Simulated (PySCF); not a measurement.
C7H8Cl (doublet state).
SMILES with atom numbers: `[CH3:1][C:2]1=[CH:3][CH:4]=[CH:5][CH2:6][C:7]1[Cl:8]` (hydrogens: H9, H10, H11 on C1; H12 on C3; H13 on C4; H14 on C5; H15, H16 on C6)

Geometry (GFN2-xTB, Å), atoms numbered from 1 in this order:
```
atom  x, y, z in Å
C1    -2.2606   -0.4043   -0.3140
C2    -0.7902   -0.2149   -0.0915
C3     0.0080   -1.2943    0.3195
C4     1.3872   -1.1315    0.5311
C5     1.9985    0.0617    0.3490
C6     1.2508    1.2759   -0.0857
C7    -0.2008    1.0024   -0.2835
Cl8   -1.1413    2.3604   -0.7894
H9    -2.5225   -0.1611   -1.3428
H10   -2.5508   -1.4314   -0.1120
H11   -2.8304    0.2568    0.3372
H12   -0.4491   -2.2582    0.4734
H13    1.9649   -1.9880    0.8472
H14    3.0585    0.1803    0.5134
H15    1.3827    2.0827    0.6531
H16    1.6873    1.6724   -1.0165
```

Level of theory: UKS B3LYP, pcH-1 on C Cl H, non-relativistic, mean-field spin-orbit, GIAO (PySCF 2.14.0). Isolated species at its GFN2-xTB geometry, gas phase. The geometry wasn't refined by DFT: couplings that depend on bond lengths, twists or pyramidal angles can differ widely from those at the functional's own minimum. The SCF solution wasn't tested for stability. ⟨S²⟩ is 0.786 where a pure state has 0.75.

The Mulliken spin populations are largest on C3 (+0.55), C5 (+0.41), C7 (+0.41) and C2 (-0.21). Three atoms exceed +0.15. The angles at C3 add up to 360.0°, so it is planar.

(1) Test a(H) = Q·ρ(C) for the protons on planar carbons with a spin population beyond ±0.08.

(2) Leave H14 and its like out of the fit. How well does the relation then predict its coupling?

Answers

(1) 
| H | C | ρ(C) | a(H) (G) | a/ρ (G) |
| --- | --- | --- | --- | --- |
| H12 | C3 | +0.551 | -12.63 | -22.9 |
| H13 | C4 | -0.203 | +3.38 | -16.7 |
| H14 | C5 | +0.415 | -9.59 | -23.1 |

A least-squares line through the origin gives Q = -22.5 G with Mulliken populations. In McConnell's picture π spin on carbon polarises the C–H bond and leaves opposite spin at the proton, which makes Q negative, as found here. Where ρ is negative the coupling is positive.

(2) The other protons give Q = -22.2 G, so a = -22.2 × 0.415 ≈ -9.19 G, against the computed -9.59 G.

Couplings in gauss use g_iso = 2.0038.

The SMILES draws the unpaired electron on C7; the largest computed Mulliken spin population is on C3 (0.55 against 0.41).
